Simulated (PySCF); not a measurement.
SMILES C/C=C\[SiH3] (C3H8Si) at its GFN2-xTB optimised geometry (Å):

```
12

C      1.4704    -1.3676     0.0000
C     -0.0197    -1.3676     0.0000
C     -0.7923    -0.2884     0.0000
Si    -0.2188     1.5033     0.0000
H      1.8646    -0.3553     0.0070
H      1.8435    -1.8876    -0.8828
H      1.8439    -1.9006     0.8748
H     -0.4655    -2.3581    -0.0005
H     -1.8646    -0.4470    -0.0005
H      0.5905     1.7927     1.1889
H     -1.4084     2.3581     0.0097
H      0.5745     1.7964    -1.1988
```

Level of theory: PySCF with PBE0/def2-TZVP. Cells within 0.4 Å of a nucleus heavier than hydrogen are left out (blank, or x).

Map of the electron localisation function on the plane z = 0.0 Å:

```
|000000000000000000000000000|
|000000000100000000000000000|
|000000158862000000000000000|
|000001799996100000000000000|
|000006999998300000000000000|
|000018999999511100000000000|
|000029999999412221000000000|
|000018999993001431000000000|
|000003899971xx0331000000000|
|000000135622xx0231000000000|
|000000000240220210000000000|
|000000001489743100023100000|
|000004676679984002899830000|
|0000599998xx661019999950000|
|0001899999xx352149999940000|
|000089999944874468999610000|
|0000599995587x586x475200000|
|000015752125xxx94xx43100000|
|0000000000477x586x364100000|
|000000000389996445664100000|
|000000001899995113442100000|
|000000003999994001211000000|
|000000002899992000000000000|
|000000000489971000000000000|
|000000000013310000000000000|
|000000000000000000000000000|
|000000000000000000000000000|
```
Scale: ten equal steps from 0.000 (start of '0') to 1.000 (end of '9'), in the order '0123456789'; x runs from -4.50 to 4.50, y from -4.50 (bottom) to 4.50 (top).
